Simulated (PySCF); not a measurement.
C5H9FO4.
SMILES: `C(OC(OCF)=O)COC`

The closed-shell ground state was solved at several levels (PySCF, density fitting, gas phase, non-relativistic). Isolated species at its PBE0-D3(BJ)/def2-SVP geometry (one conformer only).

```tsv
level	basis functions	total energy (Eh)	HOMO (eV)	LUMO (eV)	gap (eV)	dipole (D)
PBE0/def2-SVPD	287	-595.6389	-7.79	0.41	8.20	0.66
PBE0/pcSseg-1	215	-595.9826	-7.68	0.69	8.37	0.55
```

**Question.** What might B3LYP/pcSseg-1 (215 basis functions) give for the same quantities?

**Answer.** Total energy -596.6341 Eh, HOMO -7.43 eV, LUMO 0.39 eV, gap 7.82 eV, dipole 0.57 D.

**Question.** Over all these levels, which gives the widest orbital gap and which the narrowest?

**Answer.** PBE0/pcSseg-1 (global hybrid, 25 % exact exchange) has the widest, 8.37 eV, and B3LYP/pcSseg-1 (global hybrid, 20 % exact exchange) the narrowest, 7.82 eV. The two share the basis. From the narrowest to the widest the HOMO moves by -0.25 eV and the LUMO by +0.30 eV.

**Question.** How far do the dipole and the HOMO energy spread over the levels?

**Answer.** The dipole runs from 0.55 to 0.66 D (mean 0.59 D) and the HOMO from -7.79 to -7.43 eV.
